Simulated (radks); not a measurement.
The numbers below are computed, except where a source is named.
How relativity changes the ionisation of the lithium ion Li+ ([He]) to Li2+ (1s1). Spin-unpolarised spherical Kohn-Sham, PBE, point nucleus unless stated (finite: rms radius 2.444 fm), a radial shooting solver on a logarithmic mesh with Libxc functionals. A level marked "c x" has the speed of light scaled by that factor.

level,E(Li+) (hartree),E(Li2+) (hartree),IE (eV),HOMO,<r> HOMO (bohr)
non-rel.,-7.25675,-4.34405,79.259,1s,0.5790
scalar-rel.,-7.25756,-4.34457,79.266,1s,0.5789
"scalar-rel., finite nucleus",-7.25756,-4.34457,79.266,1s,0.5789
Dirac,-7.25756,-4.34457,79.266,1s1/2,0.5789
"Dirac, finite nucleus",-7.25756,-4.34457,79.266,1s1/2,0.5789
"Dirac, c x 0.75",-7.25819,-4.34498,79.272,1s1/2,0.5788
"Dirac, c x 2",-7.25695,-4.34418,79.260,1s1/2,0.5789
"Dirac, c x 10",-7.25676,-4.34406,79.259,1s1/2,0.5790

NIST Atomic Spectra Database: 75.640 eV (theoretical). The relativistic part of the total energy of Li+ is -0.0008093 hartree (Dirac, finite nucleus), 0.011 % of the non-relativistic value. Spin polarisation and multiplet splitting of open shells are left out at every level.

Beside tabulated values, note that spin-unpolarised runs miss the spin-polarisation part of the exchange energy of open shells.
